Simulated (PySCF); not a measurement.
**Correlation energy of In (indium, neutral)**

[Kr] 4d10 5s2 5p1, 2P determinant. All numbers are calculated (PySCF 2.14, scalar relativity through the core potential, in def2-TZVPPD with the def2 core potential (28 electrons) (7s5p4d2f, 56 functions)). Frozen: 4s2 4p6 4d10; 3 electrons correlated.

```
  level  correlation energy (mhartree)
   CCSD                         -41.45
    (T)                          -0.74
CCSD(T)                         -42.19
  CCSDT                         -42.45
```

Diagnostics: T1 = 0.013, D1 = 0.0316, largest double amplitude 0.074.

Problem. Is a single reference adequate?

Solution. Mostly. T1 lies below 0.03, but a double amplitude of this size points to a near-degeneracy that CCSD handles and MP2 describes poorly.
